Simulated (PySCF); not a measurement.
Species: (ClSi)4S6 adamantane, Cl4S6Si4.
Structure used (PBE0-D3(BJ)/def2-SVP), in Å, numbered top down from 1:
```
atom  x, y, z in Å
Si1   -1.603   -0.913   -0.839
Cl2   -3.211   -1.825   -1.696
S3    -0.626    0.117   -2.433
Si4    1.019    1.023   -1.416
Cl5    2.042    2.053   -2.847
S6     0.417    2.482    0.023
Si7   -0.633    1.277    1.441
Cl8   -1.270    2.573    2.880
S9    -2.409    0.400    0.641
S10    0.624   -0.129    2.447
Si11   1.212   -1.401    0.832
Cl12   2.437   -2.810    1.654
S13   -0.423   -2.490   -0.010
S14    2.405   -0.402   -0.634
```

Theory: delta-SCF UKS SCAN, pcX-2 on the ionised atom, pcseg-1 elsewhere, spin-free X2C in PySCF 2.14.0. Every row has its own mixed basis.

```json
{"ionised atom": "Si1", "basis functions": "294", "E(ground) (Eh)": "-5401.99811", "E(ionised) (Eh)": "-5334.03637"}
{"ionised atom": "S3", "basis functions": "294", "E(ground) (Eh)": "-5402.06950", "E(ionised) (Eh)": "-5311.02865"}
{"ionised atom": "Cl2", "basis functions": "294", "E(ground) (Eh)": "-5402.10606", "E(ionised) (Eh)": "-5298.13306"}
```

**Question.** What are the 1s binding energies?

**Answer.** E(ionised) − E(ground), at 27.2114 eV a hartree:

| atom | environment | difference (Eh) | binding energy (eV) |
| --- | --- | --- | --- |
| Si1 | silicon bonded to Cl and 3 S | 67.96174 | 1849.33 |
| S3 | sulfur bonded to 2 Si | 91.04085 | 2477.35 |
| Cl2 | chlorine bonded to Si | 103.97300 | 2829.25 |

**Question.** How much do the ground-state energies differ, and what would follow from using one of them for all holes?

**Answer.** They run from -5402.1061 Eh (core basis on Cl2) to -5401.9981 Eh (on Si1), 0.1080 Eh or 2.94 eV apart, though the state is the same; only basis and grid differ. Pairing the ion of Si1 with the ground state of Cl2 would put its binding energy 2.94 eV too high.

Only 1s holes are shown. The first atom of each set that the bonding makes equivalent was ionised and stands for the set. Isolated species at its PBE0-D3(BJ)/def2-SVP geometry (one conformer only).
